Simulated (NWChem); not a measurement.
System: CH4O3W; SMILES [CH3][W](=[O])(=[O])[OH]

Here is an NWChem input.

```
start job
memory heap 200 mb stack 900 mb global 1100 mb
geometry units angstroms noautoz
  W     -0.087575     0.009057    -0.005027
  O      0.917723    -0.168120     1.359532
  O      0.883169    -0.149749    -1.396602
  O     -1.150868     1.553228     0.018386
  H     -1.094558     2.512235     0.025850
  C     -1.315246    -1.702525    -0.001544
  H     -1.939543    -1.711569     0.907411
  H     -0.708819    -2.621291    -0.019417
  H     -1.966348    -1.694536    -0.891571
end
basis spherical
  W library def2-svp
  O library def2-svp
  H library def2-svp
  C library def2-svp
end
ecp
  W library def2-ecp
end
dft
  xc b3lyp
  iterations 150
  mulliken
end
task dft energy
```

Excerpt of the output:

```
             Northwest Computational Chemistry Package (NWChem) 7.3.0
             --------------------------------------------------------

 C1  symmetry detected

                             Geometry "geometry" -> ""
                             -------------------------

 Output coordinates in angstroms (scale by  1.889725989 to convert to a.u.)

  No.       Tag          Charge          X              Y              Z
 ---- ---------------- ---------- -------------- -------------- --------------
    1 W                   74.0000     0.05216442     0.03578685    -0.00001103
    2 O                    8.0000     1.03142611    -0.18330932     1.37733440
    3 O                    8.0000     1.02875539    -0.18442767    -1.37907589
    4 O                    8.0000    -0.92877559     1.63371080     0.00008081
    5 H                    1.0000    -0.82227469     2.58847614     0.00136778
    6 C                    6.0000    -1.26364696    -1.60900477     0.00143134
    7 H                    1.0000    -1.89769874    -1.57829184     0.90313128
    8 H                    1.0000    -0.70613717    -2.55840904    -0.00286934
    9 H                    1.0000    -1.90342204    -1.57376415    -0.89611623

 Effective nuclear repulsion energy (a.u.)     791.9474156199

                                 NWChem DFT Module
                                 -----------------

 Summary of "ao basis" -> "ao basis" (spherical)
 ------------------------------------------------------------------------------
       Tag                 Description            Shells   Functions and Types
 ---------------- ------------------------------  ------  ---------------------
 W                          def2-svp                12       32   6s3p2d1f
 O                          def2-svp                 6       14   3s2p1d
 H                          def2-svp                 3        5   2s1p
 C                          def2-svp                 6       14   3s2p1d

            General Information
            -------------------
          SCF calculation type: DFT
          Wavefunction type:  closed shell.
          No. of atoms     :     9
          No. of electrons :    48
           Alpha electrons :    24
            Beta electrons :    24
          Charge           :     0
          Spin multiplicity:     1
          Use of symmetry is: off; symmetry adaption is: off
          Maximum number of iterations: 150
          AO basis - number of functions:   108
                     number of shells:    48
          Convergence on energy requested:  1.00D-06
          Convergence on density requested:  1.00D-05
          Convergence on gradient requested:  5.00D-04

              XC Information
              --------------
                         B3LYP Method XC Potential
                     Hartree-Fock (Exact) Exchange  0.200
                        Slater Exchange Functional  0.800 local
                    Becke 1988 Exchange Functional  0.720 non-local
              Lee-Yang-Parr Correlation Functional  0.810
                  VWN I RPA Correlation Functional  0.190 local

             Grid Information
             ----------------
          Grid used for XC integration:  medium
          Radial quadrature: Mura-Knowles
          Angular quadrature: Lebedev.
          Tag              B.-S. Rad. Rad. Pts. Rad. Cut. Ang. Pts.
          ---              ---------- --------- --------- ---------
          W                   1.35      123           9.0       590
          O                   0.60       49          11.0       434
          H                   0.35       45          12.0       434
          C                   0.70       49          11.0       434
          Grid pruning is: on
          Number of quadrature shells:   499
          Spatial weights used:  Erf1

      Superposition of Atomic Density Guess
      -------------------------------------

 Sum of atomic energies:        -336.87200466

      Non-variational initial energy
      ------------------------------

 Total energy =    -330.648800
 1-e energy   =    -911.883197
 2-e energy   =     360.452099
 HOMO         =      -0.369599
 LUMO         =      -0.006662

     ---------------------------------------------
      Total Density - Mulliken Population Analysis
     ---------------------------------------------

    Atom       Charge   Shell Charges
 -----------   ------   -------------------------------------------------------
    1 W   14    11.10   0.04 -0.35  1.80  0.54  0.39  0.08  5.49  0.57  0.12  1.95  0.31  0.16
    2 O    8     9.07   1.99  1.16  0.74  3.18  1.99  0.01
    3 O    8     9.07   1.99  1.16  0.74  3.18  1.99  0.01
    4 O    8     8.82   1.99  1.10  0.66  3.10  1.96  0.00
    5 H    1     0.64   0.52  0.06  0.06
    6 C    6     6.78   1.99  0.96  0.35  2.14  1.33  0.01
    7 H    1     0.84   0.64  0.17  0.03
    8 H    1     0.84   0.64  0.17  0.03
    9 H    1     0.84   0.64  0.17  0.03

   convergence    iter        energy       DeltaE   RMS-Dens  Diis-err
 ---------------- ----- ----------------- --------- --------- ---------
 d= 0,ls=0.0,diis     1   -332.7682855875 -5.54D+02  4.70D-02  3.95D+00
 d= 0,ls=0.0,diis     2   -326.3220264398  6.45D+00  3.80D-02  5.88D+01
 d= 0,ls=0.0,diis     3   -333.1379881136 -6.82D+00  7.57D-03  1.05D+00
 d= 0,ls=0.0,diis     4   -333.2070713802 -6.91D-02  2.69D-03  3.91D-01
 d= 0,ls=0.0,diis     5   -333.2449825626 -3.79D-02  6.00D-04  6.79D-03
  Resetting Diis
 d= 0,ls=0.0,diis     6   -333.2455267769 -5.44D-04  2.96D-04  2.22D-03
 d= 0,ls=0.0,diis     7   -333.2457756316 -2.49D-04  1.97D-04  1.54D-04
 d= 0,ls=0.0,diis     8   -333.2456956570  8.00D-05  1.54D-04  9.71D-04
 d= 0,ls=0.0,diis     9   -333.2457872318 -9.16D-05  3.78D-05  4.26D-05
 d= 0,ls=0.0,diis    10   -333.2457917471 -4.52D-06  6.08D-06  1.31D-06
 d= 0,ls=0.0,diis    11   -333.2457918728 -1.26D-07  1.62D-06  6.63D-08

         Total DFT energy =     -333.245791872809
      One electron energy =     -916.419943850826
           Coulomb energy =      402.625679519439
    Exchange-Corr. energy =      -40.233825613136
 Nuclear repulsion energy =      220.782298071713

 Numeric. integr. density =       47.999991257982

                       DFT Final Molecular Orbital Analysis
                       ------------------------------------

 Vector   22  Occ=2.000000D+00  E=-3.463253D-01
              MO Center= -7.6D-02,  7.9D-01, -4.9D-03, r^2= 3.2D+00
   Bfn.  Coefficient  Atom+Function         Bfn.  Coefficient  Atom+Function
  ----- ------------  ---------------      ----- ------------  ---------------
    66      0.474160  4 O  pz                69      0.356917  4 O  pz
    37     -0.225255  2 O  py                51      0.225814  3 O  py
    17     -0.174222  1 W  d -1              40     -0.159274  2 O  py
    54      0.159677  3 O  py                52     -0.152294  3 O  pz
    38     -0.148254  2 O  pz                36     -0.109807  2 O  px

 Vector   23  Occ=2.000000D+00  E=-3.229652D-01
              MO Center= -2.0D-01, -7.4D-01, -3.7D-04, r^2= 3.5D+00
   Bfn.  Coefficient  Atom+Function         Bfn.  Coefficient  Atom+Function
  ----- ------------  ---------------      ----- ------------  ---------------
    84      0.294674  6 C  py                82      0.274714  6 C  s
    37     -0.261520  2 O  py                51     -0.261858  3 O  py
     8      0.221972  1 W  py                87      0.218531  6 C  py
    83      0.208664  6 C  px                40     -0.186814  2 O  py
    54     -0.187064  3 O  py                 3     -0.185343  1 W  s

 Vector   24  Occ=2.000000D+00  E=-3.092016D-01
              MO Center=  1.0D+00, -1.8D-01, -1.1D-03, r^2= 2.5D+00
   Bfn.  Coefficient  Atom+Function         Bfn.  Coefficient  Atom+Function
  ----- ------------  ---------------      ----- ------------  ---------------
    36      0.425296  2 O  px                50     -0.425614  3 O  px
    39      0.308342  2 O  px                53     -0.308573  3 O  px
     9      0.149749  1 W  pz                38     -0.137523  2 O  pz
    52     -0.136828  3 O  pz                37     -0.099135  2 O  py
    51      0.099034  3 O  py                41     -0.095551  2 O  pz

 Vector   25  Occ=0.000000D+00  E=-7.400456D-02
              MO Center= -1.1D-01,  5.2D-02, -1.1D-04, r^2= 2.5D+00
   Bfn.  Coefficient  Atom+Function         Bfn.  Coefficient  Atom+Function
  ----- ------------  ---------------      ----- ------------  ---------------
    20      0.777210  1 W  d  2              64      0.230239  4 O  px
   100      0.229065  8 H  s                 67      0.227636  4 O  px
    25      0.203087  1 W  d  2              18     -0.180340  1 W  d  0
     7      0.168702  1 W  px                38      0.169298  2 O  pz
    52     -0.169199  3 O  pz                41      0.161470  2 O  pz

 Vector   26  Occ=0.000000D+00  E=-5.156324D-02
              MO Center=  1.8D-01, -9.2D-02,  4.2D-04, r^2= 2.2D+00
   Bfn.  Coefficient  Atom+Function         Bfn.  Coefficient  Atom+Function
  ----- ------------  ---------------      ----- ------------  ---------------
    17      0.806176  1 W  d -1              37     -0.274913  2 O  py
    51      0.274685  3 O  py                19     -0.259600  1 W  d  1
    40     -0.248116  2 O  py                54      0.247900  3 O  py
    95      0.210799  7 H  s                105     -0.210222  9 H  s
    24     -0.126886  1 W  d  1              66     -0.118905  4 O  pz

 Vector   27  Occ=0.000000D+00  E=-1.397975D-02
              MO Center= -4.4D-01,  1.1D+00,  5.4D-04, r^2= 5.6D+00
   Bfn.  Coefficient  Atom+Function         Bfn.  Coefficient  Atom+Function
  ----- ------------  ---------------      ----- ------------  ---------------
     6      0.883105  1 W  s                 63     -0.660421  4 O  s
    16     -0.461703  1 W  d -2              76      0.456419  5 H  s
     5     -0.375320  1 W  s                 14      0.242306  1 W  py
    82     -0.208624  6 C  s                 62     -0.206234  4 O  s
    75      0.174140  5 H  s                 20     -0.168705  1 W  d  2

     ---------------------------------------------
      Total Density - Mulliken Population Analysis
     ---------------------------------------------

    Atom       Charge   Shell Charges
 -----------   ------   -------------------------------------------------------
    1 W   14    12.92   0.04 -0.37  1.90  0.47  0.44  0.00  5.61  0.51  0.23  3.38  0.51  0.20
    2 O    8     8.35   1.99  1.12  0.78  2.77  1.68  0.01
    3 O    8     8.35   1.99  1.12  0.78  2.77  1.68  0.01
    4 O    8     8.43   1.99  1.06  0.68  2.90  1.79  0.01
    5 H    1     0.77   0.66  0.05  0.07
    6 C    6     6.45   1.99  0.89  0.33  2.12  1.10  0.02
    7 H    1     0.92   0.72  0.17  0.02
    8 H    1     0.90   0.72  0.16  0.02
    9 H    1     0.92   0.72  0.17  0.02

     -------------------------------------------
      Total Density - Lowdin Population Analysis
     -------------------------------------------

    Atom       Charge   Shell Charges
 -----------   ------   -------------------------------------------------------
    1 W   14    13.65   0.00  0.04  1.10  0.79  0.36  0.15  4.95  1.25  0.40  3.10  1.15  0.36
    2 O    8     8.15   1.98  0.97  0.70  2.64  1.84  0.02
    3 O    8     8.15   1.98  0.97  0.70  2.64  1.84  0.02
    4 O    8     8.14   1.97  0.87  0.60  2.73  1.95  0.01
    5 H    1     0.88   0.54  0.16  0.18
    6 C    6     6.23   1.96  0.59  0.34  1.91  1.38  0.05
    7 H    1     0.94   0.61  0.25  0.07
    8 H    1     0.93   0.61  0.24  0.07
    9 H    1     0.94   0.61  0.25  0.07

     Multipole analysis of the density
     ---------------------------------

     L   x y z        total         alpha         beta         nuclear
     -   - - -        -----         -----         ----         -------
     0   0 0 0     -0.000000    -24.000000    -24.000000     48.000000

     1   1 0 0     -1.236806      2.338891      2.338891     -5.914588
     1   0 1 0      0.652497      2.355069      2.355069     -4.057641
     1   0 0 1      0.002072      0.000411      0.000411      0.001250

     2   2 0 0    -37.311597    -93.463117    -93.463117    149.614637
     2   1 1 0      0.830818     -4.450193     -4.450193      9.731203
     2   1 0 1     -0.004551      0.004237      0.004237     -0.013026
     2   0 2 0    -28.205916   -113.481619   -113.481619    198.757322
     2   0 1 1      0.003019      0.005300      0.005300     -0.007582
     2   0 0 2    -39.263621    -76.786509    -76.786509    114.309397
```

Level: B3LYP/def2-SVP with def2 effective core potentials on W. Geometry: optimised at PBE0/def2-SVP. No frequency run checked for a minimum. B3LYP is NWChem's, with the RPA form of VWN correlation. def2 effective core potentials on W; no spin-orbit coupling.
